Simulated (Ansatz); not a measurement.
`CC(=O)SCCCCn1c2ccccc2c2ccccc21` with charge -1. The state is a doublet with charge -1. Geometry PBE-D4/def2-SVP; atoms count from 1.

Cartesian coordinates in Å:
```
C 0.4036 2.4778 6.6389
C 0.0855 2.4305 5.1666
O 0.8228 2.8675 4.2702
S -1.4618 1.5113 4.8106
C -1.3570 1.5079 2.9902
C -0.4869 0.3855 2.4218
C -0.5137 0.3286 0.8922
C 0.3772 -0.7862 0.3259
N 0.3259 -0.9062 -1.1111
C 1.1349 -0.2102 -2.0104
C 2.1670 0.6983 -1.7496
C 2.8520 1.2565 -2.8621
C 2.4895 0.9064 -4.1800
C 1.4484 0.0010 -4.4403
C 0.7454 -0.5764 -3.3453
C -0.3428 -1.5027 -3.2263
C -1.1537 -2.2142 -4.1558
C -2.1646 -3.0593 -3.6707
C -2.3975 -3.2151 -2.2878
C -1.6063 -2.5152 -1.3367
C -0.5920 -1.6807 -1.8214
H 0.8277 3.4733 6.8971
H 1.1802 1.7191 6.9113
H -0.4908 2.2853 7.2677
H -0.9370 2.4955 2.7051
H -2.4003 1.4407 2.6175
H -0.8229 -0.5884 2.8426
H 0.5528 0.5455 2.7803
H -0.1848 1.3007 0.4645
H -1.5537 0.1641 0.5322
H 0.0828 -1.7640 0.7664
H 1.4338 -0.6163 0.6269
H 2.4366 0.9816 -0.7209
H 3.6685 1.9750 -2.6896
H 3.0372 1.3570 -5.0246
H 1.1748 -0.2590 -5.4748
H -0.9878 -2.0998 -5.2384
H -2.7965 -3.6115 -4.3865
H -3.2027 -3.8801 -1.9381
H -1.7935 -2.6238 -0.2576
```

Single mean-field runs in def2-TZVP are fitted with def2-universal-jkfit. The highest occupied level of the relaxed charge -1 doublet lies above zero (up to 1.11 eV). Energy differences disagree on whether the electron is bound (positive means bound): -0.17 eV (each at its own geometry, against the charge 0 singlet, at PBE0-D4/def2-TZVP), but 0.27 eV at PBE-D4/def2-TZVP.

**Question.** Estimate the Mulliken populations of the heavy atoms from the PBE0/def2-TZVP orbitals of Ansatz.

**Answer.** 
```tsv
atom	charge (e)	spin (α − β)
C1	-0.36	-0.03
C2	0.17	0.23
O3	-0.42	0.09
S4	-0.18	0.00
C5	-0.13	0.01
C6	-0.22	-0.02
C7	-0.22	0.00
C8	-0.22	-0.01
N9	0.12	0.01
C10	0.11	0.01
C11	-0.28	0.03
C12	-0.17	0.16
C13	-0.11	-0.07
C14	-0.29	0.19
C15	0.03	0.02
C16	0.03	0.02
C17	-0.29	0.19
C18	-0.11	-0.07
C19	-0.17	0.17
C20	-0.28	0.04
C21	0.11	0.00
```
Mulliken values depend strongly on the basis.

**Question.** Where does the spin sit?

**Answer.** Summed by element: C 0.88, O 0.09, S 0.00, N 0.01, H 0.02, of 1 unpaired in all. Largest on single atoms: C2 0.23, C17 0.19, C14 0.19.

**Question.** And the Mayer bond orders between heavy atoms (over 0.3)?

**Answer.** C1–C2 1.00 (1.51 Å); C2–O3 1.79 (1.24 Å); C2–S4 1.09 (1.83 Å); S4–C5 1.00 (1.82 Å); C5–C6 1.00 (1.53 Å); C6–C7 0.99 (1.53 Å); C7–C8 1.01 (1.54 Å); C8–N9 0.93 (1.44 Å); N9–C10 1.13 (1.40 Å); N9–C21 1.14 (1.40 Å); C10–C11 1.39 (1.40 Å); C10–C15 1.23 (1.44 Å); C11–C12 1.33 (1.42 Å); C12–C13 1.40 (1.41 Å); C13–C14 1.46 (1.40 Å); C14–C15 1.23 (1.42 Å); C15–C16 1.14 (1.43 Å); C16–C17 1.23 (1.42 Å); C16–C21 1.23 (1.44 Å); C17–C18 1.46 (1.40 Å); C18–C19 1.40 (1.41 Å); C19–C20 1.32 (1.42 Å); C20–C21 1.39 (1.40 Å).
